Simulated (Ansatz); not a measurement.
The cluster Ge₂O⁺, relaxed as a doublet with UKS PBE0-D4/def2-TZVP in Ansatz, starting from the GFN2-xTB geometry. Force threshold 0.02 eV/Å.

The relaxation made no stability test and no search for a lower SCF solution. The structure comes from a short search, and lower isomers may exist.

Start:

```xyz
3

Ge   -0.262    0.844    1.508
Ge    0.262   -0.843   -1.508
O     0.000    0.000    0.000
```

Estimate the energy that the relaxation releases and the steps that it takes.

0.1 kcal/mol, in 3 steps; 4.9 s on 4 threads of Arm Neoverse V2 on a shared host. No frequencies were taken in this run, so the end may be a saddle point.

Does the start keep its bonding and symmetry?

By distances, no bond broke or formed. The bond that changes most is Ge2–O3, from 1.75 to 1.76 Å (atoms count from 1). Point group D∞h at the start, D∞h at the end, both within 0.05 Å.

Predict the relaxed structure.


```xyz
3

Ge   -0.263    0.848    1.516
Ge    0.263   -0.847   -1.516
O     0.000    0.000    0.000
```
Bond lengths: 2 × Ge–O 1.76 Å.
